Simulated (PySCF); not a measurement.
# [Ho(H2O)4]3+ relaxed at several levels

Computed with PySCF 2.14.0, def2-SVP on the ligands, density fitting, scalar-relativistic core potentials, no spin-orbit coupling, vacuum. Each row is relaxed at its own level from the same template. Distances are means of the shortest metal–ligand contacts, charges and spins Mulliken's; removal energies are rigid, with the ligand's formal charge and no counterpoise, so too large; for an anion taken off a cation in vacuum most of it is the attraction of opposite charges, and multiply charged cations can part far more cheaply with an electron moved from ligand to metal. lcecp potentials hold a fixed number of 4f electrons in the core, out of states, spins and gaps.

| level | basis on the metal | point group | M–H2O (Å) | charge on M (e) | removal of one H2O (eV) | unstable modes (below −25 cm⁻¹) |
| --- | --- | --- | --- | --- | --- | --- |
| TPSS | lcecp-1-SVP with ECP56 | S4 | 2.271 | 1.64 | 3.47 | not given |

What does the calculation give for PBE0, lcecp-1-SVP with ECP56?

point group: S4, M–H2O (Å): 2.262, charge on M (e): 1.73, removal of one H2O (eV): 3.49, unstable modes (below −25 cm⁻¹): not given.
```xyz
13

Ho   -0.0001    0.0000    0.0000
O     1.3419    1.2547    1.3197
H     1.2713    1.4127    2.2884
H     2.1437    1.7660    1.0647
O    -1.3423   -1.3196    1.2545
H    -2.1437   -1.0648    1.7662
H    -1.2709   -2.2886    1.4131
O     1.3419   -1.2547   -1.3197
H     2.1437   -1.7660   -1.0647
H     1.2713   -1.4127   -2.2884
O    -1.3423    1.3196   -1.2545
H    -1.2709    2.2886   -1.4131
H    -2.1437    1.0648   -1.7662
```

Moved off a saddle point of the template and relaxed again: PBE0, TPSS. One start shape was tried for each, so a minimum needn't be the lowest isomer.
